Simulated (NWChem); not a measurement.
System: HfH$_{4}$; SMILES [HfH4]

Input file for NWChem:

```
start job
memory heap 200 mb stack 900 mb global 1100 mb
geometry units angstroms
  Hf    -0.000003    -0.000003    -0.000001
  H      1.349510    -0.258204     1.258975
  H     -1.342261     1.061695     0.737565
  H     -0.712820    -1.649598    -0.493537
  H      0.705571     0.846087    -1.503053
end
basis spherical
  * library def2-svp
end
ecp
  Hf library def2-ecp
end
dft
  xc xpbe96 cpbe96
  disp vdw 4
  iterations 150
end
driver
  maxiter 120
end
task dft optimize
dft
  grid fine
  convergence energy 1d-8 density 1d-7
end
task dft freq numerical
```

def2 effective core potentials on Hf; no spin-orbit coupling.

The level has its own optimisation; frequencies are unscaled.

Give the results of this calculation. (PBE-D3(BJ)/def2-SVP with def2 effective core potentials on Hf.) Quantities: r H–Hf (Å); highest harmonic frequency (cm⁻¹); lowest (cm⁻¹); zero-point energy (kcal/mol).


| Quantity | Value |
|---|---|
| r H–Hf (Å) | 1.853 |
| highest harmonic frequency (cm⁻¹) | 1741 |
| lowest (cm⁻¹) | 555 |
| zero-point energy (kcal/mol) | 14.1 |
